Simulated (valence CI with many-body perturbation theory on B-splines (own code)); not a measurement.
## Questions on Br21+

Calculated by valence CI with perturbative core correlation (CI+MBPT): four valence electrons over a frozen Dirac-Fock core [Ne], radial functions for each j: 9 s, 9 p, 8 d, 6 f, 3 g, 1 h, with the one-electron correlation potential Σ1 (screened to all orders), the two-electron term Σ2, the three-electron term Σ3, Breit, model QED; selected single and double excitations, second order for the rest, scaled by the run's own slope (own B-spline code, finite nucleus).

No measured levels were compared; by estimate levels of excited configurations hold to 0.05 to 0.15 % of their energy, terms of the ground configuration to about 0.5 %.

Names give the largest LS component (configuration and term), which can be under half, so a name can repeat, a term be missing and a line seem to break the LS rules; names also repeat where a configuration has a term twice.

Rates and lifetimes use the calculated energies. Strong lines usually hold to 10 to 20 %, long lifetimes can be off by a factor of two.

Q: What is the ground level?

A: 3s2 3p2 3P_0, composition 85 % 3s2 3p2 3P + 13 % 3s2 3p2 1S.

Q: How well does LS coupling describe the low levels?

A: Among the lowest 20 levels the leading LS term, summed over configurations, holds 76 % on average. For single configurations the figures are 70 % in LS and 71 % in jj coupling. Terms mix most in the J = 2 level at 78.85 eV, where the leading one holds 40 %.

Q: Name the longest-lived excited levels whose lifetime is computed, and their main decay.

A: 3s2 3p2 3P_2 at 10.23 eV lives 7.89 ms, mostly by M1 to 3s2 3p2 3P_1; 3s2 3p2 3P_1 at 7.20 eV lives 327 μs, mostly by M1 to 3s2 3p2 3P_0; 3s2 3p2 1D_2 at 20.19 eV lives 92.5 μs, mostly by M1 to 3s2 3p2 3P_1. The lifetime of 3s2 3p 3d 3F°_4 is too uncertain to give, and may be longer.

Q: What are the static dipole polarisabilities of the lowest levels?

A: 3s2 3p2 3P_0 0.0857; 3s2 3p2 3P_1 0.0884 (tensor 0.0040); 3s2 3p2 3P_2 0.0882 (tensor 0.00098); 3s2 3p2 1D_2 0.0899 (tensor 0.0073) bohr³, of which the core gives 0.00137.

Q: Among levels below 145.45 eV, which E1 lines absorb most strongly from the ground level?

A: to 3s2 3p 3d 3D°_1 at 11.88 nm, f = 0.518; to 3s 3p3 1P°_1 at 12.14 nm, f = 0.158; to 3s 3p3 3S°_1 at 13.50 nm, f = 0.133.
